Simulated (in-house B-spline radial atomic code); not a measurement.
A run on Pm (an excited or competing configuration) that did not converge. Method: scalar-relativistic (X2C) B97-1, spin-polarised, spherical fractional occupations, Fermi nucleus of rms radius 4.962 fm; computed with an all-electron radial atomic-structure program (B-spline basis).

Command:
```bash
python run_scf.py task.json out
```
Settings (nuclear radius in fm, mass in u):
```
Z                61
configuration    [Xe] 4f5 6s1 6f1
hamiltonian      x2c
method           b97_1
spin_polarised   True
nucleus          fermi
rms_radius       4.962
atomic_mass      144.91276
speed_of_light   137.035999084
```

First and last ten iterations of the last attempt (damped for 15 steps, keeping 80 % of the old Fock matrix, then DIIS):
```
 iter        energy (Eh)    residual
    1      -10001.391482    5.66e-01
    2      -10003.024528    7.08e-01
    3      -10011.421221    4.66e-01
    4      -10015.706900    2.92e-01
    5      -10017.780301    1.86e-01
    6      -10018.710062    1.19e-01
    7      -10019.115234    7.73e-02
    8      -10019.303522    5.13e-02
    9      -10019.379664    3.46e-02
   10      -10019.407405    2.36e-02
  111      -10019.434215    9.89e-05
  112      -10019.434212    8.76e-05
  113      -10019.434209    6.34e-05
  114      -10019.434200    1.12e-04
  115      -10019.434197    1.28e-04
  116      -10019.434201    1.05e-04
  117      -10019.434199    1.15e-04
  118      -10019.434203    9.46e-05
  119      -10019.434203    9.52e-05
  120      -10019.434206    7.56e-05
 not converged after 120 iterations
```

The smallest residual met was 5.6e-05; the threshold is about 6e-07. Over the last five steps the energy moves by less than 1e-05 hartree, but the orbitals didn't meet the threshold. Time taken, with all properties: 7.5 s on 1 thread of Arm Neoverse V2 (shared host).
